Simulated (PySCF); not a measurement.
triplet methylene (CH₂), triplet, at a GFN2-xTB geometry. Base run: PBE0/3-21G in PySCF.

Input for PySCF:
```python
from pyscf import gto, scf, dft

mol = gto.Mole()
mol.atom = '''
    C     0.00386916    0.00066529    0.10150064
    H     0.00046091    0.97908788   -0.31139250
    H    -0.02367585   -0.98307960   -0.29761136
'''
mol.basis = '3-21g'
mol.spin = 2
mol.verbose = 4
mol.build()

mf = dft.UKS(mol)
mf.xc = 'pbe0'
mf.kernel()
mo_i, mo_e, stable_i, stable_e = mf.stability(internal=True, external=False, return_status=True, nroots=6, tol=1e-6)
print('internally stable:', stable_i, ' externally stable:', stable_e)
if not stable_i:
    umf = mf.copy()
    umf.scf_summary = {}
    umf.kernel(umf.make_rdm1(mo_i, mf.mo_occ))
mf.analyze()
```

The bond that is stretched is that between atoms 3 and 1. A test that says stable can miss a lower solution.

Each row names what was changed in the base input (with any setting that the change needs).

```
change       ΔE vs base (kcal/mol)  <S^2>                      stability test says
-----------  ---------------------  -----  ---------------------------------------
base                         0.000  2.006  internally stable (external not tested)
bond × 1.25                  16.21  2.008  internally stable (external not tested)
bond × 1.5                   46.69  2.011  internally stable (external not tested)
bond × 1.8                    81.7  2.003  internally stable (external not tested)
bond × 2.2                   105.9  2.219  internally stable (external not tested)
bond × 3.0                   114.3  2.008                     internal instability
```

On stretching, the SCF can end on different states; <S^2> shows the spin contamination of each.
